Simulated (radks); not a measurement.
Species: Hg IV. Configuration: [Kr] 4d10 4f14 5p6 5d9 6p2 (not the ground configuration). All-electron calculation, scalar-relativistic Kohn-Sham, exchange-only LDA, spin-polarised, spherical densities, point nucleus; open shells are filled with parallel spins first (spin-orbit coupling, left out, can overturn this in heavy ions). Program: a radial shooting solver on a logarithmic mesh with Libxc functionals.

Normalised radial functions P(r) = r R(r), r in bohr:

| r | 5p up | 5d down |
|---|---|---|
| 0.002819 | 0.0146 | 0.0002 |
| 0.004412 | 0.0300 | 0.0005 |
| 0.006905 | 0.0600 | 0.0018 |
| 0.01081 | 0.1141 | 0.0058 |
| 0.01705 | 0.1998 | 0.0181 |
| 0.02669 | 0.2918 | 0.0514 |
| 0.04177 | 0.3004 | 0.1281 |
| 0.06591 | 0.0713 | 0.2588 |
| 0.1032 | -0.3387 | 0.3479 |
| 0.1615 | -0.3518 | 0.1597 |
| 0.2527 | 0.3705 | -0.3351 |
| 0.3987 | 0.5260 | -0.4510 |
| 0.6241 | -0.6153 | 0.2834 |
| 0.9768 | -1.1669 | 0.9669 |
| 1.541 | -0.5375 | 0.7813 |
| 2.412 | -0.0789 | 0.2646 |
| 3.775 | -0.0026 | 0.0319 |
| 5.909 | 0.0000 | 0.0009 |

5p up: eigenvalue -114.87 eV, 3 radial nodes at r = 0.0716, 0.207, 0.504 bohr, <r> = 1.01 bohr, 90 % of the charge inside 1.45 bohr. 5d down: eigenvalue -52.155 eV, 2 radial nodes at r = 0.189, 0.544 bohr, <r> = 1.28 bohr, 90 % of the charge inside 1.91 bohr.
